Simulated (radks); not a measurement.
Species: Pb I. Configuration: [Hg] 6p2. All-electron calculation, scalar-relativistic Kohn-Sham, PBE, spin-polarised, spherical densities, point nucleus; open shells are filled with parallel spins first (spin-orbit coupling, left out, can overturn this in heavy ions); hard spherical wall at 2.5 bohr. Program: a radial shooting solver on a logarithmic mesh with Libxc functionals.

Unscreened Slater integrals over Kohn-Sham orbitals (eV). They are taken over the spin-up orbitals. Empty in this configuration: 5f.

integral    value
F0(6p,6p)  15.506
F2(6p,6p)  8.4876
F0(6p,6s)  15.569
G1(6p,6s)  10.301
F0(6p,5d)  16.986
F2(6p,5d)  7.9224
G1(6p,5d)  3.2561
G3(6p,5d)  3.2745
F0(6p,5p)  18.036
F2(6p,5p)  7.2160
G0(6p,5p)  1.6900
G2(6p,5p)  2.4818
F0(6p,5f)  15.784
F2(6p,5f)  8.5587
G2(6p,5f)  5.8061
G4(6p,5f)  4.7786
F0(6s,6s)  15.684
F0(6s,5d)  17.083
G2(6s,5d)  4.5616
F0(6s,5p)  18.013
G1(6s,5p)  2.3029
F0(6s,5f)  15.939
G3(6s,5f)  6.4900
F0(5d,5d)  19.912
F2(5d,5d)  10.797
F4(5d,5d)  7.3142
F0(5d,5p)  21.771
F2(5d,5p)  11.227
G1(5d,5p)  13.747
G3(5d,5p)  8.5831
F0(5d,5f)  17.637
F2(5d,5f)  9.3063
F4(5d,5f)  6.1969
G1(5d,5f)  10.929
G3(5d,5f)  7.0026
G5(5d,5f)  5.0735
F0(5p,5p)  24.609
F2(5p,5p)  13.259
F0(5p,5f)  18.596
F2(5p,5f)  8.2931
G2(5p,5f)  6.1078
G4(5p,5f)  4.1776
F0(5f,5f)  16.335
F2(5f,5f)  9.5927
F4(5f,5f)  6.7654
F6(5f,5f)  5.1661

Derived for the open shells (J is the average intra-shell exchange parameter used in DFT+U). 6p: J = F2/5 = 1.698 eV.
